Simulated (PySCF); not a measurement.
Al(H)(OMe)2 (C₂H₇AlO₂), SMILES C[O][AlH][O]C.

Coordinates come from a B3LYP-D3(BJ)/def2-SVP optimisation. The structure was generated by enumeration; whether it is a known compound was not checked. One conformer was computed; it need not be the lowest.

Two levels are set side by side: PBE/def2-TZVP (PySCF) and HF/def2-TZVP (PySCF). Same geometry, gas phase. Differences are taken from unrounded values.

```
quantity                         HF
---------------------------  ------
orbital gap (eV)              14.28
highest occupied level (eV)  -11.84
lowest empty level (eV)        2.44
dipole moment (D)              1.87
mean polarisability (bohr³)    50.6
```

Task: What does PBE give, and how far is it from HF? (An estimate is asked for; the answer gives what the named calculation found.)

Result: 
```tsv
quantity	PBE	PBE minus HF
orbital gap (eV)	5.49	-8.78
highest occupied level (eV)	-6.35	5.48
lowest empty level (eV)	-0.86	-3.30
dipole moment (D)	1.69	-0.18
mean polarisability (bohr³)	60.1	9.4
```

Without exact exchange PBE keeps part of each electron's self-repulsion, which lifts occupied levels and narrows the gap. Loosely held outer electrons make PBE densities more polarisable. Differences between two approximate levels are no errors against the true value.

Rough cost on one machine, each run with all the roots and properties that it gave: HF against PBE about 1/3.
